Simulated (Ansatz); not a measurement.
Calculated with Ansatz (gas phase, PBE0-D4/def2-TZVP geometries, no zero-point term in ΔE). CCSD(T)/CBS is the MP2 limit (def2-TZVPP, def2-QZVPP) plus CCSD(T) − MP2 in def2-TZVPP, frozen cores. DFT in def2-TZVPP. B3LYP here is the variant with VWN-RPA as its local correlation; programs differ in this. One conformer a species, not always the lowest.

Consider the isomerisation: `B[SiH2]C(O)F` → `OB([SiH3])CF`.

```
         level  ΔE (kJ/mol)
        PBE-D4       -219.8
           PBE       -220.1
          PBE0       -220.9
         B3LYP       -220.4
 HF/def2-QZVPP       -212.2
MP2/def2-QZVPP       -223.7
  HF/CBS(def2)       -212.2
 MP2/CBS(def2)       -223.7
```

(1) What does CCSD(T)/CBS give? (An estimate is asked.)

Largest T1 diagnostic among the species: 0.013.

## Answers

(1) The calculation gave: -219.6 kJ/mol. The listed levels differ from it by -0.2, -0.5, -1.3, -0.8, 7.4, -4.1, 7.4, -4.1 kJ/mol.

In def2-TZVPP, CCSD(T) changes the Hartree–Fock value by −7.7 kJ/mol (the triples alone add −0.8 kJ/mol) and MP2 by −11.7 kJ/mol.
